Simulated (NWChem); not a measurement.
System: C3H8N2; SMILES NC1CNC1

Excerpt of the output:

```
             Northwest Computational Chemistry Package (NWChem) 7.3.0
             --------------------------------------------------------

 C1  symmetry detected

                             Geometry "geometry" -> ""
                             -------------------------

 Output coordinates in angstroms (scale by  1.889725989 to convert to a.u.)

  No.       Tag          Charge          X              Y              Z
 ---- ---------------- ---------- -------------- -------------- --------------
    1 N                    7.0000     0.07001175     1.72212877    -0.35760425
    2 C                    6.0000    -0.02247184     0.56547081     0.52117257
    3 C                    6.0000     1.05796032    -0.50124746     0.20841933
    4 N                    7.0000     0.03779904    -1.27834586    -0.53741343
    5 C                    6.0000    -1.04988195    -0.55775999     0.16520343
    6 H                    1.0000     0.07497631     1.40637830    -1.32760742
    7 H                    1.0000    -0.75696380     2.30865387    -0.25030656
    8 H                    1.0000    -0.05914707     0.91914881     1.55568412
    9 H                    1.0000     1.43882286    -0.98963298     1.11869499
   10 H                    1.0000     1.90867951    -0.16109891    -0.39463796
   11 H                    1.0000     0.05987387    -2.28584283    -0.39611326
   12 H                    1.0000    -1.89878424    -0.27479612    -0.47209418
   13 H                    1.0000    -1.43577210    -1.06807071     1.06273200

 Effective nuclear repulsion energy (a.u.)     188.2551887110

  pbe96 is a nonlocal functional; adding pw91lda local functional.

                                 NWChem DFT Module
                                 -----------------

 Summary of "ao basis" -> "ao basis" (spherical)
 ------------------------------------------------------------------------------
       Tag                 Description            Shells   Functions and Types
 ---------------- ------------------------------  ------  ---------------------
 N                          def2-svp                 6       14   3s2p1d
 C                          def2-svp                 6       14   3s2p1d
 H                          def2-svp                 3        5   2s1p

            General Information
            -------------------
          SCF calculation type: DFT
          Wavefunction type:  closed shell.
          No. of atoms     :    13
          No. of electrons :    40
           Alpha electrons :    20
            Beta electrons :    20
          Charge           :     0
          Spin multiplicity:     1
          Use of symmetry is: off; symmetry adaption is: off
          Maximum number of iterations: 150
          AO basis - number of functions:   110
                     number of shells:    54
          Convergence on energy requested:  1.00D-06
          Convergence on density requested:  1.00D-05
          Convergence on gradient requested:  5.00D-04

              XC Information
              --------------
          PerdewBurkeErnzerhof Exchange Functional  1.000
            Perdew 1991 LDA Correlation Functional  1.000 local
           PerdewBurkeErnz. Correlation Functional  1.000 non-local

             Grid Information
             ----------------
          Grid used for XC integration:  xfine
          Radial quadrature: Mura-Knowles
          Angular quadrature: Lebedev.
          Tag              B.-S. Rad. Rad. Pts. Rad. Cut. Ang. Pts.
          ---              ---------- --------- --------- ---------
          N                   0.65      100          11.0      1454
          C                   0.70      100          10.0      1454
          H                   0.35      100          12.0      1202
          Grid pruning is: on
          Number of quadrature shells:  1300
          Spatial weights used:  Erf1

      Superposition of Atomic Density Guess
      -------------------------------------

 Sum of atomic energies:        -225.35702683

      Non-variational initial energy
      ------------------------------

 Total energy =    -228.774957
 1-e energy   =    -675.841627
 2-e energy   =     258.811481
 HOMO         =      -0.281982
 LUMO         =       0.091079

     ---------------------------------------------
      Total Density - Mulliken Population Analysis
     ---------------------------------------------

    Atom       Charge   Shell Charges
 -----------   ------   -------------------------------------------------------
    1 N    7     7.50   1.99  1.05  0.42  2.49  1.54  0.01
    2 C    6     6.13   1.99  0.94  0.33  1.86  0.95  0.06
    3 C    6     5.89   1.99  0.96  0.18  1.90  0.81  0.05
    4 N    7     7.58   1.99  1.05  0.54  2.43  1.55  0.02
    5 C    6     5.88   1.99  0.96  0.17  1.90  0.81  0.05
    6 H    1     0.79   0.61  0.13  0.04
    7 H    1     0.78   0.61  0.13  0.04
    8 H    1     0.93   0.70  0.21  0.02
    9 H    1     0.92   0.69  0.21  0.02
   10 H    1     0.93   0.69  0.22  0.02
   11 H    1     0.79   0.62  0.13  0.04
   12 H    1     0.94   0.69  0.22  0.02
   13 H    1     0.93   0.69  0.22  0.02

   convergence    iter        energy       DeltaE   RMS-Dens  Diis-err
 ---------------- ----- ----------------- --------- --------- ---------
 d= 0,ls=0.0,diis     1   -228.0652839331 -4.16D+02  1.18D-02  5.47D-01
 d= 0,ls=0.0,diis     2   -228.0676543340 -2.37D-03  7.10D-03  5.22D-01
 d= 0,ls=0.0,diis     3   -228.1127049511 -4.51D-02  2.17D-03  1.21D-01
 d= 0,ls=0.0,diis     4   -228.1255937171 -1.29D-02  4.28D-04  1.81D-03
 d= 0,ls=0.0,diis     5   -228.1257486668 -1.55D-04  1.51D-04  4.65D-04
  Resetting Diis
 d= 0,ls=0.0,diis     6   -228.1258006021 -5.19D-05  3.22D-05  9.58D-06
 d= 0,ls=0.0,diis     7   -228.1258014809 -8.79D-07  2.60D-05  1.67D-06
 d= 0,ls=0.0,diis     8   -228.1258010945  3.86D-07  1.62D-05  4.93D-06
 d= 0,ls=0.0,diis     9   -228.1258016801 -5.86D-07  1.70D-06  2.91D-08

         Total DFT energy =     -228.125801680118
      One electron energy =     -680.761557006879
           Coulomb energy =      297.161372138450
    Exchange-Corr. energy =      -32.780805522680
 Nuclear repulsion energy =      188.255188710991

 Numeric. integr. density =       39.999999987324

                       DFT Final Molecular Orbital Analysis
                       ------------------------------------

 Vector   18  Occ=2.000000D+00  E=-2.806411D-01
              MO Center=  9.6D-02, -6.2D-02,  1.2D-01, r^2= 2.8D+00
   Bfn.  Coefficient  Atom+Function         Bfn.  Coefficient  Atom+Function
  ----- ------------  ---------------      ----- ------------  ---------------
    18      0.300076   2 C  px               32     -0.285519   3 C  px
    60     -0.235035   5 C  px              101      0.196412  12 H  s
    33      0.190942   3 C  py               19     -0.170581   2 C  py
    46     -0.163158   4 N  px               91     -0.153486  10 H  s
     5     -0.148314   1 N  py               21      0.144565   2 C  px

 Vector   19  Occ=2.000000D+00  E=-1.870156D-01
              MO Center=  6.6D-02,  9.3D-01, -2.3D-01, r^2= 2.9D+00
   Bfn.  Coefficient  Atom+Function         Bfn.  Coefficient  Atom+Function
  ----- ------------  ---------------      ----- ------------  ---------------
     4      0.388328   1 N  px                7     -0.311409   1 N  px
     5      0.236560   1 N  py                8     -0.218253   1 N  py
    59     -0.216944   5 C  s                48      0.199067   4 N  pz
     3     -0.183250   1 N  s                61     -0.178290   5 C  py
   107      0.168522  13 H  s                51     -0.156319   4 N  pz

 Vector   20  Occ=2.000000D+00  E=-1.765368D-01
              MO Center=  4.4D-02, -6.1D-01, -4.0D-01, r^2= 2.8D+00
   Bfn.  Coefficient  Atom+Function         Bfn.  Coefficient  Atom+Function
  ----- ------------  ---------------      ----- ------------  ---------------
    48      0.468317   4 N  pz               51     -0.372148   4 N  pz
    45      0.214002   4 N  s                 4     -0.178195   1 N  px
    86      0.162400   9 H  s                87      0.161893   9 H  s
     3      0.153449   1 N  s               102     -0.140142  12 H  s
     7      0.136460   1 N  px               44      0.135835   4 N  s

 Vector   21  Occ=0.000000D+00  E= 2.871571D-02
              MO Center= -1.3D-01, -6.8D-01,  5.5D-01, r^2= 6.8D+00
   Bfn.  Coefficient  Atom+Function         Bfn.  Coefficient  Atom+Function
  ----- ------------  ---------------      ----- ------------  ---------------
    59      0.837218   5 C  s               107     -0.796658  13 H  s
    87     -0.783483   9 H  s                31      0.752221   3 C  s
    97     -0.726199  11 H  s                82     -0.653796   8 H  s
     3      0.509586   1 N  s                45      0.501859   4 N  s
    77     -0.438780   7 H  s                17      0.360213   2 C  s

 Vector   22  Occ=0.000000D+00  E= 5.004191D-02
              MO Center= -4.3D-01,  1.7D-01, -2.3D-01, r^2= 6.9D+00
   Bfn.  Coefficient  Atom+Function         Bfn.  Coefficient  Atom+Function
  ----- ------------  ---------------      ----- ------------  ---------------
    17      1.044038   2 C  s                45     -0.974507   4 N  s
     3      0.838040   1 N  s                77     -0.806832   7 H  s
    97      0.730526  11 H  s                72     -0.463337   6 H  s
    65     -0.440782   5 C  pz               22     -0.406413   2 C  py
    31     -0.348384   3 C  s                64     -0.346518   5 C  py

 Vector   23  Occ=0.000000D+00  E= 6.986451D-02
              MO Center= -1.2D-01,  3.4D-01,  4.5D-02, r^2= 6.4D+00
   Bfn.  Coefficient  Atom+Function         Bfn.  Coefficient  Atom+Function
  ----- ------------  ---------------      ----- ------------  ---------------
    82      1.105874   8 H  s                17     -0.941481   2 C  s
    72     -0.774722   6 H  s               102     -0.762771  12 H  s
    45      0.626191   4 N  s                92     -0.542269  10 H  s
     3      0.534076   1 N  s                23     -0.457883   2 C  pz
    36      0.448236   3 C  py               64      0.433314   5 C  py

     ---------------------------------------------
      Total Density - Mulliken Population Analysis
     ---------------------------------------------

    Atom       Charge   Shell Charges
 -----------   ------   -------------------------------------------------------
    1 N    7     7.15   1.99  1.02  0.39  2.43  1.30  0.02
    2 C    6     6.20   1.98  0.92  0.29  2.09  0.86  0.06
    3 C    6     5.83   1.98  0.93  0.08  2.09  0.70  0.05
    4 N    7     7.29   1.99  1.01  0.53  2.41  1.32  0.02
    5 C    6     5.82   1.98  0.93  0.07  2.09  0.70  0.05
    6 H    1     0.91   0.73  0.14  0.05
    7 H    1     0.91   0.73  0.13  0.05
    8 H    1     0.99   0.76  0.21  0.02
    9 H    1     1.00   0.75  0.22  0.02
   10 H    1     0.99   0.75  0.22  0.02
   11 H    1     0.90   0.73  0.13  0.04
   12 H    1     1.01   0.75  0.23  0.02
   13 H    1     1.00   0.75  0.23  0.02

     -------------------------------------------
      Total Density - Lowdin Population Analysis
     -------------------------------------------

    Atom       Charge   Shell Charges
 -----------   ------   -------------------------------------------------------
    1 N    7     7.10   1.97  0.73  0.44  2.23  1.68  0.04
    2 C    6     6.00   1.96  0.60  0.29  1.91  1.10  0.13
    3 C    6     5.98   1.96  0.60  0.30  1.89  1.12  0.11
    4 N    7     7.13   1.97  0.76  0.44  2.25  1.66  0.05
    5 C    6     6.00   1.96  0.60  0.30  1.89  1.13  0.11
    6 H    1     0.94   0.61  0.22  0.12
    7 H    1     0.95   0.61  0.22  0.12
    8 H    1     0.99   0.65  0.27  0.07
    9 H    1     0.99   0.65  0.28  0.07
   10 H    1     0.99   0.65  0.27  0.07
   11 H    1     0.95   0.61  0.22  0.12
   12 H    1     1.00   0.65  0.28  0.07
   13 H    1     1.00   0.65  0.28  0.07

     Multipole analysis of the density
     ---------------------------------

     L   x y z        total         alpha         beta         nuclear
     -   - - -        -----         -----         ----         -------
     0   0 0 0     -0.000000    -20.000000    -20.000000     40.000000

     1   1 0 0     -0.406732     -0.203366     -0.203366      0.000000
     1   0 1 0     -0.267076     -0.133538     -0.133538      0.000000
     1   0 0 1      0.270837      0.135419      0.135419     -0.000000

     2   2 0 0    -23.500966    -57.000022    -57.000022     90.499077
     2   1 1 0     -2.369642      0.151229      0.151229     -2.672100
     2   1 0 1      0.195119     -0.073394     -0.073394      0.341906
     2   0 2 0    -22.738891   -106.165478   -106.165478    189.592065
     2   0 1 1     -1.415741      1.205886      1.205886     -3.827513
     2   0 0 2    -23.671256    -33.498974    -33.498974     43.326692

            General Information
            -------------------
          SCF calculation type: DFT
          Wavefunction type:  closed shell.
          No. of atoms     :    13
          No. of electrons :    40
           Alpha electrons :    20
            Beta electrons :    20
          Charge           :     0
          Spin multiplicity:     1
          Use of symmetry is: off; symmetry adaption is: off
          Maximum number of iterations: 150
          AO basis - number of functions:   110
                     number of shells:    54
          Convergence on energy requested:  1.00D-06
          Convergence on density requested:  1.00D-05
          Convergence on gradient requested:  5.00D-04

              XC Information
              --------------
          PerdewBurkeErnzerhof Exchange Functional  1.000
            Perdew 1991 LDA Correlation Functional  1.000 local
           PerdewBurkeErnz. Correlation Functional  1.000 non-local

             Grid Information
             ----------------
          Grid used for XC integration:  xfine
          Radial quadrature: Mura-Knowles
          Angular quadrature: Lebedev.
          Tag              B.-S. Rad. Rad. Pts. Rad. Cut. Ang. Pts.
          ---              ---------- --------- --------- ---------
          N                   0.65      100          11.0      1454
          C                   0.70      100          10.0      1454
          H                   0.35      100          12.0      1202
          Grid pruning is: on
          Number of quadrature shells:  1300
          Spatial weights used:  Erf1

[...]

                         DFT ENERGY GRADIENTS

    atom               coordinates                        gradient
                 x          y          z           x          y          z
   1 N       0.132303   3.254351  -0.675774   -0.005959   0.003445  -0.007756
   2 C      -0.042466   1.068585   0.984873   -0.000907  -0.001625   0.011150
   3 C       1.999255  -0.947220   0.393855    0.011769   0.002028   0.003934
   4 N       0.071430  -2.415723  -1.015564    0.000249  -0.008904  -0.001292
   5 C      -1.983989  -1.054014   0.312189   -0.011371   0.001936   0.003385
   6 H       0.141685   2.657670  -2.508814    0.000335   0.002221   0.007355
   7 H      -1.430454   4.362723  -0.473011    0.005865  -0.004348  -0.000541
   8 H      -0.111772   1.736939   2.939817    0.000427  -0.002487  -0.009575
   9 H       2.718981  -1.870135   2.114027   -0.003607   0.003658  -0.007985
  10 H       3.606881  -0.304433  -0.745758   -0.007848  -0.003901   0.004580
  11 H       0.113145  -4.319617  -0.748546   -0.000215   0.007627  -0.000371
  12 H      -3.588182  -0.519289  -0.892129    0.007557  -0.003492   0.004961
  13 H      -2.713216  -2.018361   2.008272    0.003705   0.003843  -0.007846
```

Level: PBE/def2-SVP. Coordinates come from a B3LYP/6-31G* (spherical d) optimisation.

Which NWChem input produces such a log?

Several could match; the one computed here: the input that was run:
```
start job
memory heap 200 mb stack 900 mb global 1100 mb
geometry units angstroms noautoz
  N      0.088448     1.731547    -0.379801
  C     -0.010392     0.580380     0.505470
  C      1.055926    -0.499761     0.190355
  N      0.021881    -1.269248    -0.544164
  C     -1.052669    -0.533189     0.162606
  H      0.082895     1.410926    -1.348202
  H     -0.731216     2.327704    -0.269525
  H     -0.035661     0.939598     1.538413
  H      1.437981    -0.987779     1.100328
  H      1.905942    -0.172048    -0.420529
  H      0.033881    -2.276210    -0.397922
  H     -1.903005    -0.244043    -0.469988
  H     -1.437634    -1.034720     1.065465
end
basis spherical
  * library def2-svp
end
dft
  xc xpbe96 cpbe96
  grid xfine
  iterations 150
  mulliken
end
task dft gradient
```
